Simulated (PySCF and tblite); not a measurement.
Values are calculated unless marked as measured or tabulated.
C8H14, numbered as in [CH2:1]=[C:2]([CH3:3])/[C:4](=[CH:5]/[CH3:6])[CH2:7][CH3:8].

Geometries GFN2-xTB; weights from PBE0-D3(BJ)/pcSseg-1 energies and GFN2-xTB thermal corrections, with symmetry numbers and mirror pairs. Conformers within 3 kcal/mol (GFN2-xTB free energy) were kept, 10 at most. Run with PySCF (density fitting) and tblite.

Torsions listed: C3–C2–C4–C7, C2–C4–C7–C8. Of a mirror pair one member is shown.

| conformer | shape | symmetry |
| --- | --- | --- |
| 1 | -50°, 101° | C1 (pair) |
| 2 | -158°, -98° | C1 (pair) |
| 3 | 46°, 72° | C1 (pair) |

Q: Which of these conformers is the most populated at 298.15 K, and with what share?

A: Conformer 3, about 52 %. The lead over the next is within the error of the method.

Q: Give the DFT energies and free energies relative to the lowest, and all weights.

A: 
```json
{"conformer": "1", "shape": "-50°, 101°", "E(DFT) kcal/mol": "0.86", "G(298.15 K) kcal/mol": "0.76", "weight %": "14.4"}
{"conformer": "2", "shape": "-158°, -98°", "E(DFT) kcal/mol": "0.00", "G(298.15 K) kcal/mol": "0.26", "weight %": "33.6"}
{"conformer": "3", "shape": "46°, 72°", "E(DFT) kcal/mol": "0.32", "G(298.15 K) kcal/mol": "0.00", "weight %": "52.0"}
```

Q: How does its share change from 250 K to 373.15 K?

A: From 54 % to 49 %; the mixing entropy goes from 3.26 to 3.42 cal/(mol K).
